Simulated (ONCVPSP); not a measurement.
## cobalt: one change to an ONCV potential, before and after

ONCVPSP 4.0.1 input, shortened (lines: element, Z, core and valence counts, functional; n l f; lmax; l rc ep ncon nbas qcut; lloc lpopt rc5 dvloc0; l nproj debl; icmod fcfact rcfact), PBE, scalar-relativistic:

```
  Co 27.00    4    3        4      upf
    1    0    2.00
    2    0    2.00
    2    1    6.00
    3    0    2.00
    3    1    6.00
    3    2    7.00
    4    0    2.00
    3
    0    2.30    0.00    4    7    2.60
    1    1.00    0.00    4    8   14.70
    2    1.40    0.00    4    8   13.00
    3    1.75    0.09    4    8    6.10
    4    5    0.85    0.00
    0    3    3.10
    1    1    3.90
    2    2    2.90
    3    1    0.50
    2    0.35    1.05
```

Change: p: rc 1.18.

Cutoffs: the cutoffs (Ha) at which the residual kinetic energy of the hardest occupied pseudo-wave falls to 1 and 0.1 mHa per electron; they do not see the model core or the augmentation charge, which bear on the density cutoff. Errors are all-electron minus pseudo energies relative to the spin-unpolarised reference configuration.

Question: What does the change do?

Answer: The potential gets neither clearly harder nor softer (58 Ha and 74 Ha → 58 Ha and 66 Ha); the d channel sets the loose cutoff, while the largest relative change is in p, which becomes softer; the errors of the 4 common tests hardly move; neither file shows a bound ghost.

```tsv
quantity	base	changed
cutoff, loose	58 Ha	58 Ha
cutoff, tight	74 Ha	66 Ha
loose cutoff by channel	s 7.9 Ha, p 52 Ha, d 58 Ha	s 7.9 Ha, p 38 Ha, d 58 Ha
bound ghosts	none	none
GHOST(+) flags under 300 eV	s at 16.7 eV, f at 148.9 eV	s at 16.7 eV, f at 148.9 eV
error for 3p6 3d7 4s1, meV [ΔE 9.03 eV]	-4.2	-4.2
error for 3p6 3d7 4s0, meV [ΔE 25.82 eV]	-20	-20
error for 3p6 3d6 4s0, meV [ΔE 61.69 eV]	+68	+69
error for 3p6 3d8 4s0, meV [ΔE 6.47 eV]	-54	-53
s: phases at 2.33 bohr within 0.05 rad from the reference energy up to (Ha; the scan ends near 5)	to the end of the scan	to the end of the scan
d: phases at 1.42 bohr within 0.05 rad from the reference energy up to (Ha; the scan ends near 5)	to the end of the scan	to the end of the scan
f: phases at 1.78 bohr within 0.05 rad from the reference energy up to (Ha; the scan ends near 5)	4.9	4.9
rms error of d²Exc/dni dnj with the model core, mHa	1.68	1.66
```
